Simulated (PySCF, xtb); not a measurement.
silole (C₄H₆Si), SMILES C1=C[SiH2]C=C1.

Harmonic wavenumbers (cm⁻¹) from GFN2-xTB (xtb 6.7.1) at its own minimum, in rising order: 230, 368, 477, 477, 538, 602, 648, 723, 744, 780, 788, 828, 912, 918, 1003, 1113, 1123, 1265, 1331, 1549, 1616, 2246, 2249, 3046, 3056, 3096, 3097.

### Question
What does PBE-D3(BJ)/def2-SVP (PySCF) give at its own minimum? (The exact figures need the calculation; the answer reports its results.)

### Answer
234, 370, 482, 521, 609, 653, 672, 704, 733, 735, 852, 896, 943, 962, 967, 1060, 1067, 1247, 1312, 1513, 1581, 2154, 2154, 3079, 3092, 3151, 3152. Paired by order, the mean absolute difference is 41 cm⁻¹ and the zero-point energies are 49.8 and 49.9 kcal/mol.
